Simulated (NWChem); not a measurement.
BH2S2Cl; SMILES B(S)(S)Cl

```xyz
6

B      0.0001     0.0000     0.0000
Cl    -1.7618     0.0062     0.0000
S      0.7952     1.6156     0.0000
H      2.0784     1.1961     0.0000
S      0.7839    -1.6212     0.0000
H      2.0700    -1.2107     0.0000
```
Atoms are numbered in this order, from 1.

STO-3G and 3-21G are far too small for this property and stand as cheap habits. All runs use the structure optimised with PBE0/def2-SVP.

### Question
Give the principal values of the shielding tensors (ppm) of B1, Cl2, S3 from Hartree-Fock/STO-3G, GIAO (NWChem), with their diamagnetic and paramagnetic parts as GIAO splits them.

### Answer
```tsv
atom	σ11	σ22	σ33	isotropic	diamagnetic	paramagnetic
B1	-16.3	53.8	128.7	55.4	202.7	-147.3
Cl2	953.0	971.9	1256.6	1060.5	1129.5	-69.0
S3	592.9	834.2	839.5	755.5	1043.0	-287.5
```
